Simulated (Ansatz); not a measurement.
Geometry optimisation, UKS revPBE-D4/def2-SVP (Ansatz).

Input:

```yaml
crystal:
  periodic: [false, false, false]
  atoms:
    - { symbol: Sn, position_ang: [0.0, 0.0, 0.0] }
    - { symbol: H, position_ang: [0.0, 0.0, 1.99] }
    - { symbol: H, position_ang: [1.6408, 0.0, -0.5794] }
    - { symbol: H, position_ang: [-0.8195, 1.4198, -0.5794] }
    - { symbol: H, position_ang: [-0.8195, -1.4198, -0.5794] }
    - { symbol: H, position_ang: [0.0, 0.0, 2.95] }
magnetization:
  spin_polarized: true
  initial_magnetization: 1
basis:
  gaussian: { orbitals: def2-SVP }
hamiltonian:
  xc: revpbe
  dispersion: d4
relax:
  f_tol: 0.15
  max_steps: 25
  restrain:
    - { distance: [1, 5], at: 1.86, k: 30.0 }
    - { distance: [0, 1], at: 1.74, k: 30.0 }
```

Command:

```bash
$ ansatz run input.yaml --threads 1 --pin off --max-ram 2048MiB --backend cpu --events-out ev --progress --plain --runs-dir out
```

**Question.** Where does it end, and by what steps?

**Answer.** The run converged. The restraints hold the end off the free minimum. After 3 steps the energy has risen by 0.713 eV (the restraints' own energy left out); H6 moved furthest, 0.58 Å.

```
step  energy less start (eV)  largest force component (eV/Å)  accepted
   0                  0.0000                           2.160       yes
   1                  0.5633                           1.007       yes
   2                  0.7263                           0.939       yes
   3                  0.7133                           0.055       yes
```

```xyz
6
Properties=species:S:1:pos:R:3
Sn 0.000 0.000 -0.070
H 0.000 0.000 1.673
H 1.635 0.000 -0.645
H -0.817 1.416 -0.645
H -0.817 -1.416 -0.645
H 0.000 0.000 3.533
```

Whether the end is a true minimum wasn't checked by a vibrational analysis.

Run time: 8.3 s on 1 thread of Arm Neoverse V1, on a shared host, peak memory 0.11 GiB.
